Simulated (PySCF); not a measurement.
CHO, SMILES [OH+][C] (connectivity only; charge and spin as stated), charge +1, multiplicity 1. Geometry optimised at PBE0-D3(BJ)/def2-TZVPD.

TDDFT-ωB97X/def2-TZVPD in PySCF puts the lowest singlet excitations at 8.33, 8.33, 10.65, 10.92, 10.92, 12.12 eV and the lowest triplet (TDA) at 5.18 eV.

Question: What are the lowest singlet roots from EOM-CCSD/aug-cc-pVDZ (PySCF)? (An estimate is asked for; the answer gives what the named calculation found.)

Answer: 8.75, 8.75, 10.83, 10.83, 10.85, 11.50 eV; triplets 5.39, 5.39, 9.41 eV. S1 differs by 0.43 eV (second minus first; roots are paired by order, and the bases may differ).
